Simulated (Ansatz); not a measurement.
## The standard entropy of CHBr2F (dibromofluoromethane) from a frequency calculation

A singlet with charge 0, relaxed at PBE0-D4/def2-TZVP (Ansatz 0.2.0):

```xyz
5

F    -0.6009   -0.1848    1.2634
C    -0.0454    0.1207    0.0855
Br    1.7729   -0.5162    0.0418
Br   -1.1071   -0.6183   -1.3430
H    -0.0195    1.1987   -0.0477
```

Harmonic wavenumbers in cm⁻¹: 170, 301, 366, 632, 718, 1125, 1191, 1319, 3166.

Masses in u: F 18.998, C 12.011, Br 79.904, H 1.008. Take T = 298.15 K, p = 1 bar, R = 8.3145 J/(mol K), kT/hc = 207.22 cm⁻¹, rigid rotor and harmonic oscillator.

Compute the standard molar entropy.


1. Translation (Sackur–Tetrode): S = R[3/2 ln M + 5/2 ln T − 1.1517] with M = 191.825 gives 174.4 J/(mol K).
2. Rotation: principal moments 91.314, 413.736, 494.396 u Å² give A, B, C = 0.1846, 0.0407, 0.0341 cm⁻¹; the symmetry number is σ = 1; q = (√π/σ)√((kT/hc)³/ABC) = 330318; S = R(ln q + 3/2) = 118.1.
3. Vibration: with u = ν̃/207.22, each mode gives R[u/(eᵘ − 1) − ln(1 − e⁻ᵘ)]; the sum is 24.1, most from 170 cm⁻¹ (10.2), 301 cm⁻¹ (5.9), 366 cm⁻¹ (4.6).
4. Electronic: R ln 1 = 0.0, from the spin multiplicity alone.
5. Sum: 174.4 + 118.1 + 24.1 + 0.0 = 316.6 J/(mol K).

The tabulated value is 316.8 J/(mol K) (CRC Handbook of Chemistry and Physics): the model is off by -0.2.
